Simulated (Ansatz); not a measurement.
Calculated with Ansatz (gas phase, PBE0-D4/def2-TZVP geometries, no zero-point term in ΔE). CCSD(T)/CBS adds triple-zeta CCSD(T) − MP2 to the extrapolated MP2 energy (def2 sets, frozen cores). This one scheme is used for every species. DFT in def2-TZVPP. B3LYP here is the variant with VWN-RPA as its local correlation; programs differ in this. For Br outer-core shells are correlated without core-valence functions, which leaves a few kJ/mol of doubt a bond. Scalar relativity is left out up to krypton. Each species was taken in one conformer, which may not be the lowest.

Reaction (cleavage of the Si–Si bond): `F[Si](F)([SiH3])Br` + `BO` → `BO[Si](F)(F)Br` + SiH₄

`F[Si](F)([SiH3])Br`:

Z-matrix (Å, degrees):
```
Si
F 1 1.586
Si 1 2.332 2 111.5
F 1 1.586 2 106.3 3 121.7
Br 1 2.201 2 107.8 3 -123.0
H 3 1.484 1 108.1 2 179.6
H 3 1.484 1 108.1 2 -61.1
H 3 1.485 1 109.6 2 59.2
```

`BO`:

Z-matrix (Å, degrees):
```
B
O 1 1.348
H 1 1.196 2 116.8
H 1 1.202 2 120.7 3 -180.0
H 2 0.961 1 113.5 3 180.0
```

`BO[Si](F)(F)Br`:

```xyz
8

B     0.213    1.588   -0.247
O    -0.525    0.493    0.064
Si   -0.336   -1.102    0.215
F    -0.753   -1.507    1.674
F    -1.322   -1.809   -0.781
Br    1.695   -1.773   -0.173
H    -0.348    2.643   -0.248
H     1.376    1.467   -0.505
```

SiH₄:

Cartesian coordinates in Å:
```
Si 0.000 0.000 0.000
H -0.845 -0.715 0.989
H 1.430 -0.149 0.371
H -0.361 1.440 -0.010
H -0.223 -0.576 -1.350
```

```csv
level,ΔE (kcal/mol)
ωB97X-V,-24.3
B3LYP,-24.0
RPA@PBE/def2-TZVPP,-25.8
CCSD/CBS(def2),-26.5
```

Q: What does CCSD(T)/CBS give? (An estimate is asked.)

A: The calculation gave: -25.5 kcal/mol. The listed levels differ from it by 1.2, 1.5, -0.3, -1.0 kcal/mol.

Largest T1 diagnostic among the species: 0.014.

From PBE to PBE0 (25 % exact exchange), in def2-TZVPP and without D4, ΔE moves by −3.1 kcal/mol. In def2-TZVPP, CCSD(T) changes the Hartree–Fock value by +6.0 kcal/mol (the triples alone add +0.9 kcal/mol) and MP2 by +4.8 kcal/mol. At CCSD(T), def2-SVP lies +2.1 kcal/mol from the extrapolated value and def2-TZVPP −0.5 kcal/mol.
